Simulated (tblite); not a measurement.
C6H9BNP.
Atom-mapped SMILES: `[CH:1]#[C:2]/[C:3](=[CH:4]\[BH2-:5][PH3+:6])[CH2:7][C:8]#[N:9]` (hydrogens: H10 on C1; H11 on C4; H12, H13 on B5; H14, H15, H16 on P6; H17, H18 on C7)
Bond orders are those of one Lewis drawing.

Computed with GFN2-xTB (tblite), gas phase: L-BFGS steps from a force-field or distance-geometry start until the largest atomic force falls under 0.01 eV/Å.

Step 31: E = -652.0301 eV
```
atom  x, y, z in Å  |  force x, y, z in eV/Å
C1      0.1873    2.3968   -0.9654    0.009  -0.111   0.035
C2      0.4572    1.3786   -0.3829    0.006   0.173  -0.116
C3      0.9075    0.2277    0.3023   -0.119   0.059   0.015
C4      0.0666   -0.5417    1.0017   -0.036  -0.010  -0.007
B5     -1.5186   -0.2910    1.1438    0.076  -0.052   0.081
P6     -2.2607   -0.4099   -0.6313   -0.050  -0.007  -0.089
C7      2.3978   -0.0500    0.1419   -0.070   0.026   0.025
C8      2.5302   -1.1896   -0.7251    0.039  -0.008  -0.041
N9      2.5703   -2.0853   -1.4358    0.003  -0.017   0.024
H10    -0.0758    3.2824   -1.4619   -0.033   0.009  -0.009
H11     0.5084   -1.3984    1.5024   -0.039   0.018   0.015
H12    -1.8229    0.7919    1.5390    0.037   0.002   0.024
H13    -2.0881   -1.1661    1.7202    0.040  -0.054   0.062
H14    -2.2710    0.6415   -1.5288    0.067  -0.037  -0.024
H15    -3.5992   -0.7520   -0.7567    0.045   0.047   0.017
H16    -1.7587   -1.3833   -1.4760    0.001   0.040  -0.016
H17     2.8679   -0.2534    1.1072   -0.017  -0.078   0.008
H18     2.8930    0.8080   -0.3195    0.041   0.001  -0.001
```

Step 32: E = -652.0325 eV
```
atom  x, y, z in Å  |  force x, y, z in eV/Å
C1      0.1851    2.3953   -0.9696    0.005  -0.084   0.028
C2      0.4554    1.3791   -0.3843    0.008   0.141  -0.099
C3      0.9059    0.2287    0.3022   -0.132   0.039   0.010
C4      0.0668   -0.5442    1.0002   -0.053   0.028   0.056
B5     -1.5177   -0.2933    1.1495    0.041  -0.056   0.028
P6     -2.2546   -0.4086   -0.6329   -0.050   0.000  -0.059
C7      2.3952   -0.0497    0.1424   -0.054   0.034   0.010
C8      2.5291   -1.1851   -0.7289    0.020  -0.058  -0.011
N9      2.5668   -2.0837   -1.4358    0.011  -0.014   0.002
H10    -0.0771    3.2819   -1.4655   -0.031  -0.001  -0.007
H11     0.5096   -1.3973    1.5066   -0.031   0.020  -0.010
H12    -1.8278    0.7892    1.5453    0.062  -0.024   0.013
H13    -2.0890   -1.1712    1.7225    0.058  -0.033   0.039
H14    -2.2575    0.6420   -1.5330    0.059  -0.055  -0.004
H15    -3.5956   -0.7423   -0.7536    0.046   0.047  -0.002
H16    -1.7588   -1.3861   -1.4779   -0.007   0.049   0.000
H17     2.8646   -0.2548    1.1076   -0.012  -0.081   0.004
H18     2.8908    0.8064   -0.3196    0.060   0.049   0.002
```

Step 33: E = -652.0347 eV
```
atom  x, y, z in Å  |  force x, y, z in eV/Å
C1      0.1827    2.3927   -0.9743   -0.010  -0.013  -0.005
C2      0.4534    1.3793   -0.3860    0.008   0.057  -0.048
C3      0.9022    0.2299    0.3033   -0.087   0.013   0.002
C4      0.0662   -0.5461    1.0016   -0.048   0.063   0.096
B5     -1.5165   -0.2972    1.1559   -0.017  -0.044  -0.021
P6     -2.2486   -0.4066   -0.6348   -0.025   0.004  -0.007
C7      2.3918   -0.0482    0.1428   -0.026   0.023  -0.014
C8      2.5274   -1.1807   -0.7327   -0.011  -0.074   0.023
N9      2.5618   -2.0813   -1.4374    0.021  -0.007  -0.010
H10    -0.0781    3.2797   -1.4700   -0.031   0.003  -0.014
H11     0.5109   -1.3952    1.5128   -0.020   0.019  -0.028
H12    -1.8322    0.7846    1.5532    0.081  -0.049   0.001
H13    -2.0896   -1.1782    1.7242    0.070  -0.018   0.017
H14    -2.2402    0.6412   -1.5385    0.049  -0.057   0.008
H15    -3.5914   -0.7288   -0.7526    0.025   0.041  -0.020
H16    -1.7598   -1.3890   -1.4789   -0.012   0.046   0.010
H17     2.8628   -0.2567    1.1070   -0.023  -0.071  -0.013
H18     2.8885    0.8067   -0.3205    0.055   0.064   0.022
```

Step 34: E = -652.0368 eV
```
atom  x, y, z in Å  |  force x, y, z in eV/Å
C1      0.1803    2.3892   -0.9796   -0.029   0.064  -0.043
C2      0.4509    1.3789   -0.3877    0.003  -0.037   0.011
C3      0.8969    0.2309    0.3053   -0.010  -0.006  -0.006
C4      0.0647   -0.5468    1.0063   -0.020   0.085   0.101
B5     -1.5160   -0.3024    1.1618   -0.067  -0.023  -0.055
P6     -2.2418   -0.4039   -0.6365    0.006   0.005   0.046
C7      2.3878   -0.0456    0.1425    0.003  -0.001  -0.032
C8      2.5245   -1.1771   -0.7359   -0.041  -0.052   0.050
N9      2.5554   -2.0778   -1.4406    0.030  -0.008  -0.017
H10    -0.0791    3.2759   -1.4757   -0.033   0.016  -0.024
H11     0.5123   -1.3922    1.5206   -0.010   0.015  -0.034
H12    -1.8362    0.7778    1.5620    0.087  -0.061  -0.006
H13    -2.0898   -1.1867    1.7245    0.069  -0.014   0.003
H14    -2.2187    0.6392   -1.5444    0.040  -0.043   0.012
H15    -3.5862   -0.7115   -0.7527   -0.008   0.032  -0.036
H16    -1.7617   -1.3921   -1.4782   -0.011   0.034   0.013
H17     2.8619   -0.2587    1.1053   -0.040  -0.053  -0.031
H18     2.8860    0.8091   -0.3218    0.030   0.048   0.048
```

**Question.** Estimate the geometry and energy of step 35. (The exact step hangs on the optimiser's Hessian estimate; all steps are aligned on step 34, rigid shifts and turns removed.)

**Answer.** E = -652.0391 eV, largest force 0.140 eV/Å
```
atom  x, y, z in Å  |  force x, y, z in eV/Å
C1      0.1775    2.3850   -0.9859   -0.042   0.116  -0.067
C2      0.4473    1.3778   -0.3896   -0.008  -0.103   0.056
C3      0.8908    0.2315    0.3078    0.069  -0.010  -0.013
C4      0.0628   -0.5459    1.0142    0.020   0.091   0.074
B5     -1.5168   -0.3089    1.1668   -0.088   0.001  -0.071
P6     -2.2334   -0.4005   -0.6374    0.026   0.002   0.080
C7      2.3833   -0.0426    0.1416    0.024  -0.028  -0.038
C8      2.5199   -1.1740   -0.7386   -0.063  -0.011   0.059
N9      2.5477   -2.0731   -1.4453    0.036  -0.017  -0.018
H10    -0.0803    3.2711   -1.4832   -0.032   0.025  -0.033
H11     0.5138   -1.3884    1.5297    0.000   0.011  -0.028
H12    -1.8395    0.7683    1.5720    0.076  -0.054  -0.006
H13    -2.0895   -1.1973    1.7231    0.058  -0.019  -0.005
H14    -2.1920    0.6364   -1.5505    0.030  -0.022   0.014
H15    -3.5802   -0.6898   -0.7534   -0.040   0.022  -0.050
H16    -1.7641   -1.3957   -1.4759   -0.008   0.015   0.014
H17     2.8608   -0.2610    1.1023   -0.055  -0.032  -0.042
H18     2.8830    0.8132   -0.3228   -0.004   0.013   0.073
```

The energy changes by -0.0022 eV. The first-order estimate −F·Δx gives -0.0030 eV and the mean of the old and new forces, exact on a quadratic surface, -0.0022 eV. The step makes an angle of 78° with the force vector and moves no atom by more than 0.028 Å.

What follows is the cost of the whole relaxation. On one thread of an Arm Neoverse N1, shared host with 64 logical CPUs at a one-minute load of 61, this took 2.0 s wall.
